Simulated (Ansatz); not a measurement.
`[F][Hf]([F])([Cl])[Br]` + H–F → `[F][Hf]([F])([F])[Br]` + HCl at 298.15 K and 1 bar (ligand exchange at the Hf–Cl bond).

Isolated molecules relaxed with PBE0-D4/def2-TZVP in Ansatz; ΔE leaves out vibrations. CCSD(T)/CBS is the MP2 limit (def2-TZVPP, def2-QZVPP) plus CCSD(T) − MP2 in def2-TZVPP, frozen cores. This one scheme is used for every species. def2 core potentials past Kr. For Br, Hf outer-core shells are correlated without core-valence functions, which leaves a few kJ/mol of doubt a bond. Scalar relativity is left out up to krypton.

| species | CCSD(T)/CBS energy (Eh) | H − E (kJ/mol) | S (J/(mol·K)) |
| --- | --- | --- | --- |
| `[F][Hf]([F])([Cl])[Br]` | -3280.90483 | 37.3 | 384.2 |
| H–F | -100.39570 | 33.5 | 173.6 |
| `[F][Hf]([F])([F])[Br]` | -2920.92444 | 38.6 | 363.4 |
| HCl | -460.38127 | 26.6 | 186.8 |

H − E and S are ideal-gas, rigid-rotor, harmonic terms from PBE0-D4/def2-TZVP. 1 Eh = 2625.50 kJ/mol, R = 8.31446 J/(mol·K).

Task: By hand: ΔE, ΔH, ΔS and ΔG.

Result: ΔE = (-2920.92444) + (-460.38127) − (-3280.90483) − (-100.39570) = -0.00518 Eh = -13.6 kJ/mol. Δ(H − E) = 38.6 + 26.6 − 37.3 − 33.5 = -5.6, so ΔH = -19.2 kJ/mol. ΔS = 363.4 + 186.8 − 384.2 − 173.6 = -7.6 J/(mol·K). ΔG = -19.2 − 298.15 × (-7.6)/1000 = -16.9 kJ/mol.

Task: By hand: the equilibrium constant, and the temperature at which ΔG would vanish if ΔH and ΔS stayed fixed.

Result: log₁₀ K = −ΔG/(RT ln 10) = 3.0. ΔG = 0 at ΔH/ΔS = 2526 K, far beyond where these terms or the molecules hold.

The number of gas molecules stays the same, so ΔS is small and ΔH decides. A doubt of 5 kJ/mol in ΔE shifts log₁₀ K by 0.9 here. These are equilibria of isolated gas molecules and say nothing of rates. Largest T1 diagnostic: 0.014 (customary marks: 0.02 for closed shells, 0.045 for open ones).
